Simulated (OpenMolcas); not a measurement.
CH4AlNO: a line through the functionals

CH4AlNO has 8 atoms, charge 0, and is taken as a singlet. As SMILES, `C1[NH][AlH][O]1`. The coordinates come from a PBE0-D4/def2-TZVP relaxation.

The HOMO–LUMO gap y, in eV, basis def2-SVPD; a is the functional's share of exact exchange. Programs: OpenMolcas 26.06.

| functional | program | a | y (eV) |
| --- | --- | --- | --- |
| r2SCAN | OpenMolcas | 0 | 5.04 |
| revPBE | OpenMolcas | 0 | 4.47 |
| B3LYP | OpenMolcas | 0.2 | 6.03 |
| PBE0 | OpenMolcas | 0.25 | ? |
| BHLYP | OpenMolcas | 0.5 | 8.43 |

Task: Fit y = c + s·a to the known rows and predict PBE0.

Result: 
1. Means of the 4 rows: a = 0.1750, y = 5.992.
2. Σ(Δa)² = 0.1675, Σ(Δa·Δy) = 1.2262, so the slope is 1.2262/0.1675 = 7.3206.
3. Intercept: 5.992 − (7.3206) × 0.1750 = 4.711. The largest residual of the fit is 0.33.
4. PBE0: 4.711 + (7.3206) × 0.25 = 6.54 eV.

The run gave 6.48 eV, so the prediction is off by +0.06 eV, within the largest residual. Exact exchange lowers occupied levels and raises empty ones. The rows mix families of semi-local functionals, which the line can't see.
